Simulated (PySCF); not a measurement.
Mo(O)(NMe)(OH)(SH) (CH₅MoNO₂S), SMILES C[N]=[Mo](=[O])([OH])[SH], multiplicity 1. Coordinates come from a B3LYP-D3(BJ)/def2-SVP optimisation. The multiplicity is an assumed one; other spin states were not compared. The def2 effective core potentials stand for the cores of Mo; spin–orbit coupling is left out. One conformer was computed; it need not be the lowest.

Computed with B3LYP-D3(BJ)/def2-SVP (PySCF).

Harmonic wavenumbers (cm⁻¹): 88, 92, 112, 153, 187, 236, 283, 319, 347, 366, 427, 619, 649, 699, 731, 1013, 1089, 1100, 1315, 1415, 1440, 1448, 2641, 2994, 3079, 3084, 3851. Rotational constants (GHz): 2.168, 1.617, 1.261; symmetry number 1.

Q: Work out the zero-point energy and the ideal-gas rigid-rotor harmonic-oscillator thermochemistry at 298.15 K and 1 atm.

A: ZPE = ½ Σ hcν = ½ × 29774 cm⁻¹ = 178.09 kJ/mol. H − E(el) = 204.79 kJ/mol. Entropy in J/(mol K): translation 174.25, rotation 119.98, vibration 104.27, total 398.50. G − E(el) = 85.98 kJ/mol. Cp = 134.33 J/(mol K). Modes under 150 cm⁻¹ make the vibrational entropy uncertain.
